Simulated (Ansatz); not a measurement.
`[CH]=C[SiH](O)O`, charge 0, multiplicity 2.

(1) Give a relaxed structure at PBE0-D4/def2-TZVP (Ansatz). (An estimate is asked.)

Results:

(1) Ansatz gave: 
Z-matrix (Å, degrees):
```
Si
C 1 1.873
O 1 1.637 2 111.2
O 1 1.639 2 108.0 3 122.6
H 1 1.477 2 111.1 3 -115.2
C 2 1.301 1 121.7 3 -126.1
H 2 1.098 1 118.3 3 54.0
H 3 0.959 1 117.6 2 66.5
H 4 0.960 1 115.4 2 3.5
H 6 1.082 2 140.7 1 -179.8
```
This is one stationary point; other conformers may exist.
